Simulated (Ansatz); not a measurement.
ethylene carbonate (C3H4O3), singlet, at a GFN2-xTB geometry; Ansatz (a quantum-chemistry and plane-wave program) with MP2/6-31G*.

Input for Ansatz:
Ansatz 0.2 input:
```yaml
crystal:
  periodic: [false, false, false]
  atoms:
    - {symbol: O, position_ang: [2.02339354, -0.10638110, -0.02516036]}
    - {symbol: C, position_ang: [0.84119253, -0.04422619, -0.01046001]}
    - {symbol: O, position_ang: [0.02273315, -1.10979113, 0.04611425]}
    - {symbol: C, position_ang: [-1.33082873, -0.70162835, 0.04884138]}
    - {symbol: C, position_ang: [-1.25073126, 0.83735537, -0.01674036]}
    - {symbol: O, position_ang: [0.13781355, 1.10135030, -0.04811060]}
    - {symbol: H, position_ang: [-1.80636292, -1.06316698, 0.96442060]}
    - {symbol: H, position_ang: [-1.83246425, -1.13780878, -0.81905072]}
    - {symbol: H, position_ang: [-1.70829566, 1.24795221, -0.92071675]}
    - {symbol: H, position_ang: [-1.68219433, 1.32259401, 0.86275457]}
basis:
  gaussian:
    orbitals: 6-31G*
magnetization: {spin_polarized: false}
correlation: {method: mp2}
```

Output, abridged:

```
Functional definition: HF
942 factors; integrals over basis functions are off by at most 1.2e-3 eV
mean field evaluation 1: about -9262.0596 eV, gradient 4.7e1 eV
mean field evaluation 2: about -9262.0662 eV, gradient 4.7e1 eV
mean field evaluation 4: about -9266.2857 eV, gradient 4.4e0 eV
mean field evaluation 8: about -9266.3463 eV, gradient 4.3e-1 eV
mean field -9266.34789512 eV, -340.5320041896 hartree, gradient 4.3e-6 eV, S^2 0.000000; 0 other end points of the search recorded, 0 dependent functions left out
6 core orbitals not correlated
reference -9266.34789512 eV, -340.5320041896 hartree; 17, 17 occupied and 75, 75 virtual orbitals, 942 factors
second order -24.47264347 eV of doubles, -0.00000000 eV of singles
Total energy: -9290.82053860 eV, -341.4313572490 hartree
```
